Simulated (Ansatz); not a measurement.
`CO/C(F)=[CH]/[AlH2]` + CH₄ → `C/C=C(\F)OC` + `[AlH3]`  (formal exchange of groups at a C–Al bond)

Isolated molecules relaxed with PBE0-D4/def2-TZVP in Ansatz; ΔE leaves out vibrations. CCSD(T)/CBS is the MP2 limit (def2-TZVPP, def2-QZVPP) plus CCSD(T) − MP2 in def2-TZVPP, frozen cores. This one scheme is used for every species. Double bonds are as drawn, so ΔE can hold a change between cis and trans. Functionals use def2-TZVPP. B3LYP here is the variant with VWN-RPA as its local correlation; programs differ in this. One conformer a species, not always the lowest.

`CO/C(F)=[CH]/[AlH2]`:

Cartesian coordinates in Å:
```
C 1.584 1.273 -1.319
O 0.802 1.166 -0.134
C 0.036 0.101 0.043
F 0.117 -0.758 -0.977
C -0.744 -0.130 1.102
Al -1.846 -1.674 1.343
H 2.113 2.219 -1.228
H 2.301 0.454 -1.393
H 0.952 1.288 -2.208
H -0.698 0.662 1.844
H -2.708 -1.775 2.673
H -1.908 -2.826 0.255
```

CH₄:

Cartesian coordinates in Å:
```
C 0.000 0.000 0.000
H 0.719 0.666 -0.476
H -0.603 -0.490 -0.764
H -0.648 0.576 0.660
H 0.532 -0.753 0.581
```

`C/C=C(\F)OC`:

Cartesian coordinates in Å:
```
C -1.667 1.572 0.333
C -0.643 0.569 0.734
C 0.359 0.164 -0.029
F 0.504 0.591 -1.295
O 1.349 -0.639 0.359
C 1.596 -1.760 -0.483
H -2.675 1.152 0.393
H -1.507 1.920 -0.688
H -1.646 2.444 0.994
H -0.676 0.140 1.728
H 2.385 -2.333 0.000
H 1.926 -1.444 -1.474
H 0.696 -2.376 -0.573
```

`[AlH3]`:

Cartesian coordinates in Å:
```
Al 0.000 0.000 0.000
H -0.209 -0.464 1.502
H 0.515 -1.035 -1.086
H -0.306 1.499 -0.416
```

```csv
level,ΔE (kJ/mol),difference from CCSD(T)/CBS
PBE-D4,82.5,4.9
r2SCAN-D4,89.8,12.2
PBE0-D4,79.6,2.0
B3LYP-D4,80.8,3.2
ωB97X-V,75.9,-1.7
ωB97M-V,79.9,2.3
B2PLYP,81.9,4.3
PBE,82.5,4.9
r2SCAN,89.8,12.2
PBE0,79.5,1.9
B3LYP,80.5,2.9
HF/def2-TZVPP,72.2,-5.4
MP2/def2-TZVPP,83.0,5.4
SCS-MP2/def2-TZVPP,77.7,0.1
CCSD/def2-TZVPP,74.5,-3.1
CCSD(T)/def2-TZVPP,77.0,-0.6
HF/def2-QZVPP,72.1,-5.5
MP2/def2-QZVPP,83.3,5.7
SCS-MP2/def2-QZVPP,78.1,0.5
HF/CBS(def2),72.1,-5.5
MP2/CBS(def2),83.5,5.9
CCSD/CBS(def2),75.1,-2.5
CCSD(T)/CBS,77.6,0
```

Largest T1 diagnostic among the species: 0.013.

From PBE to PBE0 (25 % exact exchange), in def2-TZVPP and without D4, ΔE moves by −3.0 kJ/mol. In def2-TZVPP, CCSD(T) changes the Hartree–Fock value by +4.8 kJ/mol (the triples alone add +2.5 kJ/mol) and MP2 by +10.7 kJ/mol.
